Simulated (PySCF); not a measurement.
Telling isomers of CH$_{11}$NSi$_{3}$ apart by NMR

All values are calculated (PySCF 2.14): coordinates at the GFN2-xTB level, PBE0/pcSseg-1 with gauge-including orbitals. Isolated molecule, relativity neglected, a single conformation, averaged over atoms made equivalent by symmetry, fast rotation or ring inversion.

Referencing at the same level of theory: 1H (σ = 31.72 ppm), 13C (σ = 186.93 ppm) vs TMS. Where no couplings were computed, multiplicities follow the n + 1 count of equivalent neighbours, and m marks all less simple cases (inequivalent or close neighbours, rings, F or P nearby). Shifts are as computed. Against solution values, carbons near 30 ppm lie about +3 ppm off and those near 130 ppm about +5 ppm. Of 1309 compounds with measured shifts, 239 miss one by over three times the rms of a fit or turn the order of signals round; such compounds aren't used in these exercises. OH and NH positions are gas-phase values without hydrogen bonding to other molecules.

(1) Tabulate the signals of `C[Si@H](N)[SiH2][SiH3]`, `C[Si](N)([SiH3])[SiH3]` and their relative energies.

(2) What is the quickest way to tell C[Si@H](N)[SiH2][SiH3] from C[Si](N)([SiH3])[SiH3]?

## Answers

(1) 
```tsv
SMILES	carbon types	δC	δH	E rel. (kcal/mol)
C[Si@H](N)[SiH2][SiH3]	1×CH3	-0.6	5.60 (m, 1H), 3.55 (m, 3H), 3.30 (m, 1H), 3.11 (m, 1H), 0.31 (d, 3H), -0.08 (br s, 2H)	0.0
C[Si](N)([SiH3])[SiH3]	1×CH3	1.6	3.35 (s, 6H), 0.54 (s, 3H), -0.25 (br s, 2H)	1.3
```

Energies are electronic energies at PBE0/pcSseg-1 on these geometries, without zero-point or thermal terms, each for the one conformer computed, which needn't be the lowest.

(2) Both give the same number of carbon signals, with the same numbers of each carbon type, so the positions decide. The first has a methyl carbon bonded to Si (CH3) at -0.6 ppm, the second a methyl carbon bonded to Si (CH3) at 1.6 ppm. In the proton spectra the most deshielded non-exchanging signals are 5.60 (m, 1H) and 3.35 (s, 6H).
